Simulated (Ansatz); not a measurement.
Problem. Name a neutral molecule of C, In, O, Si and H with HOMO energy (PBE0/def2-TZVPP) between -8.00 and -7.70 eV and LUMO energy (ωB97M-V/def2-TZVPP) between 0.05 and 0.35 eV (Ansatz, PBE0-D4/def2-TZVP geometry).

Solution. `[OH][InH][CH2][SiH3]` (-7.75 eV, 0.15 eV). Other molecules can fit too; these were computed, each in one conformer that needn't be the lowest.
